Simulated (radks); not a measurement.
Values are calculated unless marked as measured or tabulated.
Question: All-electron atom: Nd in [Xe] 4f4 6s2. Code: a radial shooting solver on a logarithmic mesh with Libxc functionals. Model: Dirac Kohn-Sham, PBEsol, spin-unpolarised, spherical densities, finite nucleus; open shells are shared between the two j in proportion to 2j + 1; Fermi nuclear charge, rms radius 4.9123 fm.

Spin-orbit splittings of the eigenvalues, e(l+1/2) - e(l-1/2), with zeta = 2 splitting/(2l+1) and mean radii in bohr:

| shell | occ. | splitting (eV) | zeta (eV) | <r> j=l-1/2 | <r> j=l+1/2 |
|---|---|---|---|---|---|
| 2p | 6 | 519.7 | 346.5 | 0.08423 | 0.09065 |
| 3p | 6 | 103.7 | 69.15 | 0.2557 | 0.2682 |
| 3d | 10 | 22.43 | 8.973 | 0.2395 | 0.2434 |
| 4p | 6 | 22.55 | 15.03 | 0.6238 | 0.6522 |
| 4d | 10 | 3.983 | 1.593 | 0.7015 | 0.7117 |
| 4f | 4 | 0.4031 | 0.1152 | 1.116 | 1.141 |
| 5p | 6 | 3.039 | 2.026 | 1.666 | 1.759 |
| 5d | 0 | ? | ? | 3.246 | 3.355 |
| 6p | 0 | 0.1762 | 0.1175 | 5.850 | 6.168 |

Estimate the 5d splitting.

Answer: 0.1683 eV (zeta = 0.06734 eV).
